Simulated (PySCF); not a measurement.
# Calculated NMR parameters of [SiH3]/C=C\[SiH2]c1ccco1

```yaml
Formula: C6H10OSi2
SMILES: "[SiH3]/C=C\\[SiH2]c1ccco1"
Point_group_of_the_computed_structure: C1
Degrees_of_unsaturation: 4
Carbon_signals: 6
Proton_signals: 7
```

Atoms are numbered as in `[SiH3:1]/[CH:2]=[CH:3]\[SiH2:4][c:5]1[cH:6][cH:7][cH:8][o:9]1` (H(Xn): hydrogen on atom n).

[PySCF 2.14.0 with density-fitted response routines: GIAO B3LYP/pcSseg-1 shieldings; coordinates at the PBE0-D3(BJ)/def2-SVP level; equivalent nuclei averaged; in vacuum; a single conformation; no relativistic terms]

References, each an isolated molecule treated in the same way: 1H (σ = 31.38 ppm), 13C (σ = 179.24 ppm), 29Si (σ = 337.86 ppm) vs TMS; H2O for 17O (σ = 334.04 ppm).

```tsv
carbon	δC, type	δH (multiplicity)	HMBC from (2–3 bonds)	span of the C tensor (ppm)
C2	155.8, CH	7.07 (m)	H(C3), H(Si4), H(Si1)	266
C3	156.8, CH	7.12 (m)	H(C2), H(Si4), H(Si1)	262
C5	156.8, C	–	H(C8), H(C3), H(C6), H(C7), H(Si4)	161
C6	135.5, CH	7.05 (m)	H(C8), H(C7), H(Si4)	207
C7	116.9, CH	6.47 (m)	H(C8), H(C6)	180
C8	154.2, CH	7.71 (m)	H(C6), H(C7)	159
```

Other nuclei:
| atoms | nucleus | environment | δ (ppm) | σ (ppm) |
| --- | --- | --- | --- | --- |
| H(Si4) | 1H | hydrogen on a silicon bonded to 2 C | 4.77 | 26.61 |
| H(Si1) | 1H | hydrogen on a silicon bonded to C | 3.36 | 28.02 |
| Si4 | 29Si | silicon bonded to 2 C, 2 H | -66.2 | 404.0 |
| Si1 | 29Si | silicon bonded to C, 3 H | -80.7 | 418.6 |
| O9 | 17O | aromatic ring oxygen | 331.3 | 2.7 |

- Carbon types of the structure: 1 × C, 5 × CH, leaving 5 H on heteroatoms.
- δC 156.8, 155.8: alkene CH; an sp2 carbon of a C=C bond.
- δC 156.8: substituted aromatic carbon next to the ring oxygen.
- δC 154.2: aromatic CH next to the ring oxygen.
- δC 135.5, 116.9: aromatic CH.
- δH 7.05, 6.47: hydrogen on an aromatic CH; ring-current deshielding.

Shifts are as computed. Against solution values, carbons near 30 ppm lie about +2 ppm off and those near 130 ppm about +6 ppm. Of 1211 compounds with measured shifts, 218 miss one by over three times the rms of a fit or turn the order of signals round; such compounds aren't used in these exercises. Unscaled 17O shifts of doubly bonded oxygen tend to come out too high, by tens of ppm or more. Experimental scales use liquid or dissolved standards, which lie at an offset from isolated H2O (liquid H2O: subtract about 36 ppm). No couplings were computed; multiplicities are counted from neighbouring protons, with m where these are inequivalent, close in shift, in a saturated or five-membered ring or joined by F or P, and br s for small geminal =CH2 splittings.
